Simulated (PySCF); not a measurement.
A structure optimised at PBE-D3(BJ)/def2-SVP, used in a PySCF frequency run:

```xyz
5

Sn     0.3154     0.6321     0.0000
F     -1.0133     2.0605     0.0000
Br    -0.1218    -0.7359    -2.0345
Br    -0.1218    -0.7359     2.0345
H      1.8743     1.3600     0.0000
```

Q: Write its SMILES, formula and point group.

A: [F][SnH]([Br])[Br], Br₂FHSn, Cs

Q: What are its rotational constants (standard atomic weights)?

A: 1.9920, 0.72329, 0.57561 GHz
